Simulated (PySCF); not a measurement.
Positional isomers: butadiene chloro+silyl. Isolated molecules, 0 K electronic values unless said otherwise. One relaxed conformer stands for each flexible species; it need not be the lowest. Strings in code marks are SMILES.

The numbers are results of PBE-D3(BJ)/def2-TZVP // CAM-B3LYP-D3(BJ)/def2-TZVP (PySCF 2.14.0), not measurements. All candidates: neutral, multiplicity 1. Delta-SCF ions had no search for a lower state. Excitations are Tamm–Dancoff values on a coarser integration grid. The basis has no diffuse functions, so Rydberg states are missing or too high.

```json
{
 "S1 excitation (TDA)": "5.39 eV",
 "HOMO–LUMO gap": "3.74 eV",
 "vertical ionisation energy (Delta-SCF)": "8.58 eV"
}
```

Question: Name which member has these values.
A) `[SiH3]/C=C\C=C/Cl` (C–C–C–C torsion 180°)
B) `C=C([SiH3])/C=C\Cl` (Si–C–C–C torsion 129°)
C) `C=C/C=C(\[SiH3])Cl` (C–C–C–C torsion 180°)
D) `C=C/C([SiH3])=C/Cl` (C–C–C–Si torsion 0°)

Answer: D, `C=C/C([SiH3])=C/Cl` (C–C–C–Si torsion 0°). The others give `C=C/C=C(\[SiH3])Cl` (C–C–C–C torsion 180°): 5.05 eV, 3.59 eV, 8.54 eV; `C=C([SiH3])/C=C\Cl` (Si–C–C–C torsion 129°): 4.73 eV, 3.99 eV, 8.74 eV; `[SiH3]/C=C\C=C/Cl` (C–C–C–C torsion 180°): 4.93 eV, 3.49 eV, 8.61 eV
